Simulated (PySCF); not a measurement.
MnBr₂, SMILES [Br][Mn][Br] (connectivity only; charge and spin as stated), neutral, multiplicity 6.

The structure is a stationary point at PBE0-D3(BJ)/def2-SVP. The multiplicity is an assumed one; other spin states were not compared.

All values below come from r2SCAN/def2-TZVPD in PySCF.

Isolated molecule, no solvent.

The total energy comes out as -6299.42271 hartree and the point group is D∞h. The α spin, highest occupied and lowest empty level comes out as -7.16 and -1.98 eV, the β spin, highest occupied and lowest empty level is -7.71 and -3.80 eV and the dipole moment is 0.000 e·Å. The mean static polarisability comes out as 76.1 bohr³ (11.28 Å³). The polarisability, principal values is 58.3, 58.3, 111.9 bohr³ and the ⟨S²⟩ comes out as 8.771 (pure state 8.75).
